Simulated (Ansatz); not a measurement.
Basis-set extrapolation for `B1OBSP1` (PBE0-D4/def2-TZVP geometry, frozen core, the Gaussian-basis code of Ansatz). Multiplicity 1, RHF reference.

```tsv
	def2-TZVPP	def2-QZVPP
HF	-864.450179	-864.476843
MP2 correlation	-0.738804	-0.797860
CCSD(T) correlation	-0.819473	not run
```

Energies in hartree. Use E(X) = E(∞) + A·exp(−7.88·√X) for Hartree–Fock and E(X) = E(∞) + B·X^(−2.97) for correlation, with X = 3 and 4, and add CCSD(T) minus MP2 of the smaller set to the MP2 limit.

Task: What is the CCSD(T) energy at the basis-set limit?

Result: HF limit: -864.476843 + (-0.026664) × 0.13774 = -864.48052. MP2 limit: -0.797860 + (-0.059056) × 0.74074 = -0.84161. Higher-order term: -0.819473 − (-0.738804) = -0.08067. Total: -865.40280 hartree, 349.6 kJ/mol below CCSD(T)/def2-TZVPP.
